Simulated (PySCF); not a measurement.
## Ionising SrBr

UHF; PySCF, scalar-relativistic core potentials, basis sets Sr def2-SVP with ECP28, Br def2-SVP. Neutral (UHF): doublet (σ ↑), Re = 2.839 Å, ωe = 210 cm⁻¹, De = 3.35 eV, HOMO -5.63 eV, LUMO -0.15 eV.

SrBr⁺ (RHF): singlet (closed shell), Re = 2.709 Å, ωe = 255 cm⁻¹, De = 2.70 eV to Sr⁺ + Br. The energies at the minima are -2602.54395 hartree for SrBr and -2602.34598 for SrBr⁺.

(1) Work out the adiabatic ionisation energy, without and with harmonic zero-point energies (1 hartree = 27.2114 eV, 1 eV = 8065.5 cm⁻¹), and the change of the bond length.

For an ion De counts to the pair picked by the measured ionisation energies or electron affinities, which need not be the lowest pair at this level. Where the molecule has an RHF reference, its open-shell atoms are computed with UHF. Hartree–Fock leaves out correlation, which carries a large part of most bond energies and some tenths to 1 eV of ionisation energies. States were picked by a PBE0 search and need not be the measured ground states.

Neutral and ion stand on different kinds of reference determinant, which adds to the error of the difference.

Answers

(1) At HF: 0.19797 hartree = 5.387 eV between the minima; the zero-point term (255.0 − 210.0)/2 cm⁻¹ = +0.003 eV makes it 5.390 eV. Re changes by -13.0 pm against the neutral. The electron leaves a σ orbital; in so polar a molecule the change of length follows mostly from the change of the ionic charges.
